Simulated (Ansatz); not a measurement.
`[F][Ge]([F])([F])[SiH3]` + `[OH][Ga]([Br])[Br]` → `[SiH3][O][Ga]([Br])[Br]` + `[F][GeH]([F])[F]`  (cleavage of the Si–Ge bond)

Gas-phase electronic energies from Ansatz, PBE0-D4/def2-TZVP geometries. CBS: MP2 limit from def2 TZ/QZ plus the TZ coupled-cluster correction, frozen cores. DFT in def2-TZVPP. For Br, Ga, Ge outer-core shells are correlated without core-valence functions, which leaves a few kJ/mol of doubt a bond. Scalar relativity is left out up to krypton. Each species was taken in one conformer, which may not be the lowest.

```
             level  ΔE (kcal/mol)  difference from CCSD(T)/CBS
       LDA (SPW92)          -11.7                          5.7
            PBE-D4          -10.8                          6.6
         revPBE-D4          -11.2                          6.2
         r2SCAN-D4          -15.5                          1.9
           PBE0-D4          -13.8                          3.6
        r2SCAN0-D4          -17.1                          0.3
           ωB97M-V          -17.0                          0.4
            B2PLYP          -17.7                         -0.3
          PBE-QIDH          -17.5                         -0.1
            r2SCAN          -15.4                          2.0
           r2SCAN0          -16.9                          0.5
           LC-ωPBE          -15.6                          1.8
RPA@PBE/def2-TZVPP          -18.6                         -1.2
      MP2/def2-SVP          -20.2                         -2.8
    MP2/def2-TZVPP          -20.0                         -2.6
   CCSD/def2-TZVPP          -19.3                         -1.9
       CCSD(T)/CBS          -17.4                            0
```

Largest T1 diagnostic among the species: 0.013.

From PBE to PBE0 (25 % exact exchange), in def2-TZVPP and without D4, ΔE moves by −3.0 kcal/mol. At CCSD(T), def2-SVP lies −1.3 kcal/mol from the extrapolated value and def2-TZVPP −1.2 kcal/mol.
